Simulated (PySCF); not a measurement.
C$_{6}$H$_{7}$N, charge +1, doublet (typed; the unrestricted solution is spin-contaminated), at a GFN2-xTB geometry (a state made from the parent by changing its charge; the spin is typed, not shown lowest), with bond 8-1 at 1.25 times its length; HF/STO-3G (PySCF).

Input for PySCF:
```python
from pyscf import gto, scf

mol = gto.M(
    atom='''
N     2.244114   -0.288952    0.146351
C     0.932114   -0.120019    0.060788
C     0.325227    1.087390    0.524676
C    -1.030799    1.250598    0.431162
C    -1.828711    0.235465   -0.119260
C    -1.249121   -0.957035   -0.579848
C     0.104680   -1.142745   -0.496639
H     2.793881   -1.353394   -0.260801
H     2.839177    0.429350    0.539562
H     0.950896    1.859974    0.945840
H    -1.492489    2.161226    0.780538
H    -2.897328    0.373060   -0.188951
H    -1.877048   -1.727364   -1.000284
H     0.563729   -2.054997   -0.847063
''',
    basis='sto-3g',
    charge=1,
    spin=1,
    verbose=4,
)

mf = scf.UHF(mol)
mf.kernel()
mo_i, mo_e, stable_i, stable_e = mf.stability(internal=True, external=True, return_status=True, nroots=6, tol=1e-6)
print('internally stable:', stable_i, ' externally stable:', stable_e)
if not stable_i:
    umf = mf.copy()
    umf.scf_summary = {}
    umf.kernel(umf.make_rdm1(mo_i, mf.mo_occ))
```

### Question
What does PySCF print? Leave out banner, timings and long lists.

### Answer

```
PySCF version 2.14.0

[INPUT] verbose = 4
[INPUT] num. atoms = 14
[INPUT] num. electrons = 49
[INPUT] charge = 1
[INPUT] spin (= nelec alpha-beta = 2S) = 1
[INPUT] symmetry False subgroup None
[INPUT] Mole.unit = angstrom
[INPUT] Symbol           X                Y                Z      unit          X                Y                Z       unit  Magmom
[INPUT]  1 N      2.244114000000  -0.288952000000   0.146351000000 AA    4.240760852302  -0.546040143145   0.276563308056 Bohr   0.0
[INPUT]  2 C      0.932114000000  -0.120019000000   0.060788000000 AA    1.761440176873  -0.226803039744   0.114872671660 Bohr   0.0
[INPUT]  3 C      0.325227000000   1.087390000000   0.524676000000 AA    0.614589958314   2.054869290591   0.991493944132 Bohr   0.0
[INPUT]  4 C     -1.030799000000   1.250598000000   0.431162000000 AA   -1.947927799476   2.363287711929   0.814778095320 Bohr   0.0
[INPUT]  5 C     -1.828711000000   0.235465000000  -0.119260000000 AA   -3.455762950979   0.444964361921  -0.225368737616 Bohr   0.0
[INPUT]  6 C     -1.249121000000  -0.957035000000  -0.579848000000 AA   -2.360496586443  -1.808534041623  -1.095753913877 Bohr   0.0
[INPUT]  7 C      0.104680000000  -1.142745000000  -0.496639000000 AA    0.197816530719  -2.159475080216  -0.938511692778 Bohr   0.0
[INPUT]  8 H      2.793881000000  -1.353394000000  -0.260801000000 AA    5.279669914626  -2.557543998630  -0.492842463013 Bohr   0.0
[INPUT]  9 H      2.839177000000   0.429350000000   0.539562000000 AA    5.365266949164   0.811353911582   1.019624407223 Bohr   0.0
[INPUT] 10 H      0.950896000000   1.859974000000   0.945840000000 AA    1.796933012944   3.514841458812   1.787378557659 Bohr   0.0
[INPUT] 11 H     -1.492489000000   2.161226000000   0.780538000000 AA   -2.820395453926   4.084125233289   1.475003049816 Bohr   0.0
[INPUT] 12 H     -2.897328000000   0.373060000000  -0.188951000000 AA   -5.475156413034   0.704981228030  -0.357065640963 Bohr   0.0
[INPUT] 13 H     -1.877048000000  -1.727364000000  -1.000284000000 AA   -3.547106642663  -3.264244877433  -1.890262806784 Bohr   0.0
[INPUT] 14 H      0.563729000000  -2.054997000000  -0.847063000000 AA    1.065293418475  -3.883381516803  -1.600717080252 Bohr   0.0

nuclear repulsion = 271.486253277529
number of shells = 28
number of NR pGTOs = 126
number of NR cGTOs = 42
basis = sto-3g
ecp = {}

******** <class 'pyscf.scf.uhf.UHF'> ********
method = UHF
initial guess = minao
damping factor = 0
level_shift factor = 0
DIIS = <class 'pyscf.scf.diis.CDIIS'>
diis_start_cycle = 1
diis_space = 8
diis_damp = 0
SCF conv_tol = 1e-09
SCF conv_tol_grad = None
SCF max_cycles = 50
direct_scf = True
direct_scf_tol = 1e-13
number electrons alpha = 25  beta = 24
Set gradient conv threshold to 3.16228e-05
init E= -284.296065092496

cycle= 1 E= -281.926601011483  delta_E= 2.37  |g|= 0.257  |ddm|= 3.57
cycle= 2 E= -281.985258474977  delta_E= -0.0587  |g|= 0.0906  |ddm|= 0.486
cycle= 3 E= -281.995025448193  delta_E= -0.00977  |g|= 0.0516  |ddm|= 0.176
cycle= 4 E= -282.000215642701  delta_E= -0.00519  |g|= 0.0387  |ddm|= 0.103
cycle= 5 E= -282.005106166183  delta_E= -0.00489  |g|= 0.0356  |ddm|= 0.107
cycle= 6 E= -282.014940561079  delta_E= -0.00983  |g|= 0.0263  |ddm|= 0.26
cycle= 7 E= -282.020738284227  delta_E= -0.0058  |g|= 0.00817  |ddm|=  0.3
cycle= 8 E= -282.020825025249  delta_E= -8.67e-05  |g|= 0.00564  |ddm|= 0.0219
cycle= 9 E= -282.02088671729  delta_E= -6.17e-05  |g|= 0.00544  |ddm|= 0.0916
cycle= 10 E= -282.021000871577  delta_E= -0.000114  |g|= 0.0021  |ddm|= 0.0304
cycle= 11 E= -282.021016083204  delta_E= -1.52e-05  |g|= 0.00107  |ddm|= 0.018
cycle= 12 E= -282.021019792331  delta_E= -3.71e-06  |g|= 0.000918  |ddm|= 0.0157
cycle= 13 E= -282.021023891673  delta_E= -4.1e-06  |g|= 0.000173  |ddm|= 0.00793
cycle= 14 E= -282.021023965219  delta_E= -7.35e-08  |g|= 9.75e-05  |ddm|= 0.000688
cycle= 15 E= -282.021024001957  delta_E= -3.67e-08  |g|= 4.56e-05  |ddm|= 0.000681
cycle= 16 E= -282.021024008575  delta_E= -6.62e-09  |g|= 2e-05  |ddm|= 0.000202
cycle= 17 E= -282.021024009802  delta_E= -1.23e-09  |g|= 8.87e-06  |ddm|= 9.02e-05
cycle= 18 E= -282.021024010033  delta_E= -2.31e-10  |g|= 3.03e-06  |ddm|= 4.28e-05
Extra cycle  E= -282.021024010044  delta_E= -1.13e-11  |g|= 1.78e-06  |ddm|= 5.27e-06
converged SCF energy = -282.021024010044  <S^2> = 1.4608351  2S+1 = 2.6159779
uhf_internal: lowest eigs of H = [0.22684226 0.30676829 0.33487385 0.45533456 0.47789712 0.54125919]
<class 'pyscf.scf.uhf.UHF'> wavefunction is stable in the internal stability analysis
uhf_real2complex: lowest eigs of H = [0.21409217 0.24508582 0.27518971 0.29136768 0.32096729 0.3210357 ]
<class 'pyscf.scf.uhf.UHF'> wavefunction is stable in the real -> complex stability analysis
uhf_external: lowest eigs of H = [-1.15492266e-08  6.97045505e-02  8.19921690e-02  1.44865021e-01
  1.96155355e-01  1.97434522e-01]
<class 'pyscf.scf.uhf.UHF'> wavefunction is stable in the UHF/UKS -> GHF/GKS stability analysis
internally stable: True  externally stable: True
```
